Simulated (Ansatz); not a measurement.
Ansatz (a quantum-chemistry and plane-wave program) input file for Hf(OH)4 cation (H4HfO4), SMILES [OH][Hf]([OH])([OH])[OH] (connectivity only; charge and spin as stated), charge +1, multiplicity 2, PBE0-D3(BJ)/def2-SVP. 

Ansatz 0.2 input:
```yaml
crystal:
  periodic: [false, false, false]
  atoms:
    - {symbol: Hf, position_ang: [-0.00000000, -0.00000000, 0.00000000]}
    - {symbol: O, position_ang: [1.16131566, -1.16131567, 1.05438549]}
    - {symbol: H, position_ang: [1.71589168, -1.71589169, 1.63258188]}
    - {symbol: O, position_ang: [-1.16131566, 1.16131567, 1.05438549]}
    - {symbol: H, position_ang: [-1.71589168, 1.71589169, 1.63258188]}
    - {symbol: O, position_ang: [1.16131567, 1.16131567, -1.05438550]}
    - {symbol: H, position_ang: [1.71589168, 1.71589169, -1.63258187]}
    - {symbol: O, position_ang: [-1.16131567, -1.16131566, -1.05438550]}
    - {symbol: H, position_ang: [-1.71589169, -1.71589168, -1.63258188]}
basis:
  gaussian:
    orbitals: def2-SVP
hamiltonian:
  xc: pbe0
  dispersion: d3bj
total_charge: 1
magnetization: {spin_polarized: true, initial_magnetization: 1}
relax: {f_tol: 0.002, max_steps: 200}
```

Log of the run:

```
WARN ansatz: RAYON_NUM_THREADS=1 ignored (pool sized by the plan → 1); use --threads N
Functional definition: PBE0
integrals: 0.06 GiB planned
1113 factors; integrals over basis functions are off by at most 2.4e-4 eV
mean field: 0.71 GiB planned
mean field evaluation 1: about -9519.3929 eV, gradient 7.9e1 eV
mean field evaluation 2: about -9469.1831 eV, gradient 1.4e2 eV
mean field evaluation 4: about -9541.1878 eV, gradient 3.0e0 eV
mean field evaluation 8: about -9541.2672 eV, gradient 4.1e-1 eV
mean field evaluation 16: about -9541.2681 eV, gradient 7.5e-4 eV
mean field evaluation 32: about -9541.2015 eV, gradient 3.4e0 eV
mean field -9541.26808450 eV, -350.6351348016 hartree, gradient 3.8e-6 eV, S^2 0.766900; 3 other end points of the search recorded, 0 dependent functions left out
the calculation of the forces begins
reference -9541.26814701 eV, -350.6351370989 hartree; 24, 23 occupied and 84, 85 virtual orbitals, 1113 factors
relax step   1: F+E_penalty+E_count = -9541.38848818 eV  Δ(F+E_penalty+E_count) = +0.000e0 eV  max|allowed force component| = 3.049e-1 eV/Å  Δτ_max = 0.0000 Å  (129 SCF iters, accepted)
these checks for a lower state are left out or cut short: starts, cluster_reference, orbital_swaps, neighbouring_geometries, increment
integrals: 0.06 GiB planned
1113 factors; integrals over basis functions are off by at most 2.3e-4 eV
mean field: 0.71 GiB planned
mean field -9541.28399951 eV, -350.6357196675 hartree, gradient 5.2e-6 eV, S^2 0.766238; 0 other end points of the search recorded, 0 dependent functions left out
the calculation of the forces begins
reference -9541.28406210 eV, -350.6357219677 hartree; 24, 23 occupied and 84, 85 virtual orbitals, 1113 factors
relax step   2: F+E_penalty+E_count = -9541.40516625 eV  Δ(F+E_penalty+E_count) = -1.668e-2 eV  max|allowed force component| = 1.192e-1 eV/Å  Δτ_max = 0.0210 Å  (67 SCF iters, accepted)
these checks for a lower state are left out or cut short: starts, cluster_reference, orbital_swaps, neighbouring_geometries, increment
integrals: 0.06 GiB planned
1113 factors; integrals over basis functions are off by at most 2.3e-4 eV
mean field: 0.71 GiB planned
mean field evaluation 64: about -9541.2850 eV, gradient 5.5e-5 eV
mean field -9541.28498766 eV, -350.6357559812 hartree, gradient 2.0e-6 eV, S^2 0.766340; 0 other end points of the search recorded, 0 dependent functions left out
the calculation of the forces begins
reference -9541.28505027 eV, -350.6357582823 hartree; 24, 23 occupied and 84, 85 virtual orbitals, 1113 factors
relax step   3: F+E_penalty+E_count = -9541.40607786 eV  Δ(F+E_penalty+E_count) = -9.116e-4 eV  max|allowed force component| = 1.235e-2 eV/Å  Δτ_max = 0.0025 Å  (71 SCF iters, accepted)
these checks for a lower state are left out or cut short: starts, cluster_reference, orbital_swaps, neighbouring_geometries, increment
integrals: 0.06 GiB planned
1113 factors; integrals over basis functions are off by at most 2.3e-4 eV
mean field: 0.71 GiB planned
mean field -9541.28509917 eV, -350.6357600790 hartree, gradient 3.6e-6 eV, S^2 0.766355; 0 other end points of the search recorded, 0 dependent functions left out
the calculation of the forces begins
reference -9541.28516178 eV, -350.6357623801 hartree; 24, 23 occupied and 84, 85 virtual orbitals, 1113 factors
relax step   4: F+E_penalty+E_count = -9541.40618235 eV  Δ(F+E_penalty+E_count) = -1.045e-4 eV  max|allowed force component| = 1.170e-2 eV/Å  Δτ_max = 0.0017 Å  (63 SCF iters, accepted)
these checks for a lower state are left out or cut short: starts, cluster_reference, orbital_swaps, neighbouring_geometries, increment
integrals: 0.06 GiB planned
1113 factors; integrals over basis functions are off by at most 2.3e-4 eV
mean field: 0.71 GiB planned
mean field evaluation 96: about -9541.2846 eV, gradient 1.0e-5 eV
mean field -9541.28458391 eV, -350.6357411439 hartree, gradient 1.6e-6 eV, S^2 0.766443; 0 other end points of the search recorded, 0 dependent functions left out
the calculation of the forces begins
reference -9541.28464639 eV, -350.6357434398 hartree; 24, 23 occupied and 84, 85 virtual orbitals, 1113 factors
relax step   5: F+E_penalty+E_count = -9541.40571095 eV  Δ(F+E_penalty+E_count) = +4.714e-4 eV  max|allowed force component| = 1.552e-2 eV/Å  Δτ_max = 0.0207 Å  (68 SCF iters, rejected (line search))
these checks for a lower state are left out or cut short: starts, cluster_reference, orbital_swaps, neighbouring_geometries, increment
integrals: 0.06 GiB planned
1113 factors; integrals over basis functions are off by at most 2.3e-4 eV
mean field: 0.71 GiB planned
mean field -9541.28547268 eV, -350.6357738053 hartree, gradient 2.9e-6 eV, S^2 0.766413; 0 other end points of the search recorded, 0 dependent functions left out
the calculation of the forces begins
reference -9541.28553528 eV, -350.6357761061 hartree; 24, 23 occupied and 84, 85 virtual orbitals, 1113 factors
relax step   6: F+E_penalty+E_count = -9541.40654990 eV  Δ(F+E_penalty+E_count) = -3.676e-4 eV  max|allowed force component| = 2.571e-3 eV/Å  Δτ_max = 0.0101 Å  (68 SCF iters, accepted)
these checks for a lower state are left out or cut short: starts, cluster_reference, orbital_swaps, neighbouring_geometries, increment
integrals: 0.06 GiB planned
1113 factors; integrals over basis functions are off by at most 2.3e-4 eV
mean field: 0.71 GiB planned
mean field -9541.28548755 eV, -350.6357743518 hartree, gradient 3.3e-6 eV, S^2 0.766410; 0 other end points of the search recorded, 0 dependent functions left out
the calculation of the forces begins
reference -9541.28555017 eV, -350.6357766533 hartree; 24, 23 occupied and 84, 85 virtual orbitals, 1113 factors
relax step   7: F+E_penalty+E_count = -9541.40657059 eV  Δ(F+E_penalty+E_count) = -2.069e-5 eV  max|allowed force component| = 3.460e-4 eV/Å  Δτ_max = 0.0059 Å  (44 SCF iters, accepted)
integrals: 0.06 GiB planned
1113 factors; integrals over basis functions are off by at most 2.3e-4 eV
mean field: 0.71 GiB planned
mean field evaluation 128: about -9541.2488 eV, gradient 1.3e-1 eV
mean field evaluation 160: about -9541.2454 eV, gradient 5.3e-1 eV
mean field -9541.28548755 eV, -350.6357743518 hartree, gradient 3.3e-6 eV, S^2 0.766410; 4 other end points of the search recorded, 0 dependent functions left out
the calculation of the forces begins
reference -9541.28555017 eV, -350.6357766533 hartree; 24, 23 occupied and 84, 85 virtual orbitals, 1113 factors
Total energy: -9541.40663321 eV, -350.6402263729 hartree
Atom 0 at     0.000000    -0.000000     0.000000 Å, force    -0.000000     0.000000    -0.000001 eV/Å
Atom 1 at     1.151801    -1.151801     1.054575 Å, force    -0.000346     0.000346    -0.000344 eV/Å
Atom 2 at     1.711724    -1.711724     1.605505 Å, force     0.000254    -0.000254     0.000323 eV/Å
Atom 3 at    -1.151801     1.151801     1.054575 Å, force     0.000346    -0.000346    -0.000344 eV/Å
Atom 4 at    -1.711724     1.711724     1.605505 Å, force    -0.000254     0.000254     0.000323 eV/Å
Atom 5 at     1.151801     1.151801    -1.054575 Å, force    -0.000346    -0.000346     0.000344 eV/Å
Atom 6 at     1.711724     1.711724    -1.605505 Å, force     0.000254     0.000254    -0.000322 eV/Å
Atom 7 at    -1.151801    -1.151801    -1.054575 Å, force     0.000346     0.000346     0.000344 eV/Å
Atom 8 at    -1.711724    -1.711724    -1.605505 Å, force    -0.000254    -0.000254    -0.000322 eV/Å
Dipole moment:     0.000000    -0.000000     0.000000 e Å
```

The run converged.
